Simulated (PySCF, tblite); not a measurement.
Isomers of C6H9N2PSi, one GFN2-xTB conformer each. Single-point energies are computed at PBE0/pcSseg-1 (PySCF, gas phase, no added dispersion term), electronic only.

Problem. Rank them by PBE0/pcSseg-1 energy, lowest first (kcal/mol).
A. `[PH2:1][SiH2:2]/[N:3]=[CH:4]/[c:5]1[cH:6][cH:7][n:8][cH:9][cH:10]1` with H–P1–Si2–N3 46° and -46°, P1–Si2–N3–C4 -104°, N3–C4–C5–C6 0°
B. `[PH2:1][SiH2:2]/[N:3]=[CH:4]/[c:5]1[cH:6][cH:7][cH:8][cH:9][n:10]1` with H–P1–Si2–N3 -70° and -163°, P1–Si2–N3–C4 0°, N3–C4–C5–C6 2°

Solution. B (0.0), A (3.3).

GFN2-xTB itself gives, in the same order: 0.0, 0.0. Both levels put the same isomer lowest.

Problem. Which frontier levels, dipoles and rotational constants go with these structures?

Solution. 
```json
{"SMILES": "P[SiH2]/N=C/c1ccccn1", "HOMO (eV, PBE0/pcSseg-1)": "-6.96", "LUMO (eV)": "-1.97", "dipole (D)": "2.31", "A, B, C (MHz)": "2917, 396.7, 351.5"}
{"SMILES": "P[SiH2]/N=C/c1ccncc1", "HOMO (eV, PBE0/pcSseg-1)": "-7.31", "LUMO (eV)": "-2.31", "dipole (D)": "1.84", "A, B, C (MHz)": "2695, 375.4, 358.9"}
```

Problem. What happens when harmonic zero-point energies from GFN2-xTB frequencies are added?

Solution. 
```json
{"SMILES": "P[SiH2]/N=C/c1ccccn1", "ZPE (kcal/mol)": "81.7", "electronic (kcal/mol)": "0.0", "with ZPE (kcal/mol)": "0.0"}
{"SMILES": "P[SiH2]/N=C/c1ccncc1", "ZPE (kcal/mol)": "81.6", "electronic (kcal/mol)": "3.3", "with ZPE (kcal/mol)": "3.2"}
```

The zero-point energies span 0.1 kcal/mol. The order is unchanged.
